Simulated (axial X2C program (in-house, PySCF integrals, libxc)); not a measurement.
**Ionising NbS**

Calculated with an in-house relativistic program for diatomic molecules, spin-free (one-electron X2C) or two-component (2c: spin–orbit coupling with atomic mean-field Coulomb and Gaunt terms, which also bring small scalar terms), in Dyall basis sets with cores contracted in-house; open shells are unrestricted.

Basis sets: Nb dyall-cv3z, S dyall-av3z.

| Hamiltonian | level | NbS state | Re (Å) | ωe (cm⁻¹) | De (eV) |
| --- | --- | --- | --- | --- | --- |
| spin-free | PBE0 | M_S = 3/2, Λ = 0 | 2.123 | 555.6 | 5.24 |
| 2c | PBE0 | Ω = 3/2 | 2.122 | 555.4 | n/a |

Adiabatic ionisation energy (minimum to minimum, no zero-point term) and constants of NbS⁺:

| Hamiltonian | level | NbS⁺ state | IE (eV) | Re (Å) | ωe (cm⁻¹) | De (eV) | fragments |
| --- | --- | --- | --- | --- | --- | --- | --- |
| spin-free | PBE0 | M_S = 1, Λ = 0 | 7.37 | 2.085 | 591.1 | 4.76 | Nb+ + S |
| 2c | PBE0 | Ω = 1 | 7.37 | 2.085 | 591.0 | n/a | Nb+ + S |

Q: Add the zero-point terms to the ionisation energy at PBE0, 2c, and say whether the electron removed was bonding.

A: IE0 = IE + (ωe⁺ − ωe)/2 = 7.37 + (0.002) = 7.37 eV. Re changes by -0.037 Å, so the bond shortens, as on loss of an antibonding or a polarising non-bonding electron.

Each entry is the lowest single determinant of a limited PBE0 search at one distance. De goes to single-determinant-based atoms at the same level (for ions the charge split of lowest energy) and is withheld (n/a) where an atom does not fit its ground term or J level. Main or longest-lived isotopes. One determinant is a doubtful description, or other states lie close, for NbS, NbS⁺; these need not be ground states, and all values refer to the states named. Some open-shell Ω = 0 determinants are out of reach, so the Ω given for NbS⁺ need not be the lowest component. With several unpaired electrons the Ω given is that of one determinant, not necessarily of the lowest component. The functionals have no current term, which raises determinants with orbital currents.
